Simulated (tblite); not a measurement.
C3H9NSeSi.
SMILES with atom numbers: `[CH2:1]=[CH:2][Se:3][SiH2:4][NH:5][CH3:6]` (hydrogens: H7, H8 on C1; H9 on C2; H10, H11 on Si4; H12 on N5; H13, H14, H15 on C6)

Computed with GFN2-xTB (tblite), gas phase: L-BFGS steps from a force-field or distance-geometry start until the largest atomic force falls under 0.01 eV/Å.

At the end of the run (lengths in Å): Si4–N5 1.717, N5–H12 1.009, C6–H13 1.089, C6–H15 1.092, C2–Se3 1.906, C1–H7 1.077, Si4–H10 1.461, Si4–N5–C6 125.6°, C2–Se3–Si4 97.9°, Se3–Si4–N5 107.3°, C1–C2–Se3 123.7°, C1–C2–Se3–Si4 175°, C2–Se3–Si4–N5 -44°, Se3–Si4–N5–C6 -44°, H9–C2–Se3–Si4 -5°, H13–C6–N5–Si4 31°.

**Question.** These geometries were met on the way; a selection of coordinates is given. Order them by energy above the end point, lowest first.
A. Si4–N5 1.723, N5–H12 1.008, C6–H13 1.091, C6–H15 1.090, C2–Se3 1.928, C1–H7 1.078, Si4–H10 1.461, Si4–N5–C6 118.7°, C2–Se3–Si4 94.5°, Se3–Si4–N5 108.7°, C1–C2–Se3 123.0°, C1–C2–Se3–Si4 92°, C2–Se3–Si4–N5 -62°, Se3–Si4–N5–C6 -64°, H9–C2–Se3–Si4 -86°, H13–C6–N5–Si4 58°
B. Si4–N5 1.717, N5–H12 1.010, C6–H13 1.090, C6–H15 1.090, C2–Se3 1.928, C1–H7 1.078, Si4–H10 1.462, Si4–N5–C6 124.1°, C2–Se3–Si4 95.0°, Se3–Si4–N5 107.3°, C1–C2–Se3 123.7°, C1–C2–Se3–Si4 96°, C2–Se3–Si4–N5 -65°, Se3–Si4–N5–C6 -57°, H9–C2–Se3–Si4 -85°, H13–C6–N5–Si4 47°
C. Si4–N5 1.719, N5–H12 1.008, C6–H13 1.088, C6–H15 1.092, C2–Se3 1.914, C1–H7 1.079, Si4–H10 1.464, Si4–N5–C6 125.2°, C2–Se3–Si4 94.4°, Se3–Si4–N5 105.9°, C1–C2–Se3 124.6°, C1–C2–Se3–Si4 117°, C2–Se3–Si4–N5 -67°, Se3–Si4–N5–C6 -43°, H9–C2–Se3–Si4 -64°, H13–C6–N5–Si4 28°
D. Si4–N5 1.721, N5–H12 1.009, C6–H13 1.082, C6–H15 1.085, C2–Se3 1.922, C1–H7 1.071, Si4–H10 1.446, Si4–N5–C6 115.6°, C2–Se3–Si4 92.7°, Se3–Si4–N5 110.3°, C1–C2–Se3 121.6°, C1–C2–Se3–Si4 91°, C2–Se3–Si4–N5 -61°, Se3–Si4–N5–C6 -66°, H9–C2–Se3–Si4 -87°, H13–C6–N5–Si4 59°
E. Si4–N5 1.783, N5–H12 1.052, C6–H13 1.122, C6–H15 1.115, C2–Se3 1.924, C1–H7 1.093, Si4–H10 1.466, Si4–N5–C6 110.5°, C2–Se3–Si4 90.4°, Se3–Si4–N5 110.3°, C1–C2–Se3 121.3°, C1–C2–Se3–Si4 93°, C2–Se3–Si4–N5 -59°, Se3–Si4–N5–C6 -69°, H9–C2–Se3–Si4 -89°, H13–C6–N5–Si4 63°

**Answer.** C (0.057 eV), B (0.093 eV), A (0.152 eV), D (0.248 eV), E (0.427 eV).

```
step  E above end (eV)  rms distance from the end, all atoms (Å)  largest force (eV/Å)  rms shift of all bonds from the end (Å)
  72             0.057                                     0.662                 0.118                                    0.003
  28             0.093                                     0.828                 0.120                                    0.006
   9             0.152                                     0.857                 0.238                                    0.007
   4             0.248                                     0.865                 0.492                                    0.009
   0             0.427                                     0.873                 1.656                                    0.026
```

Rows stand in the order of the answer.
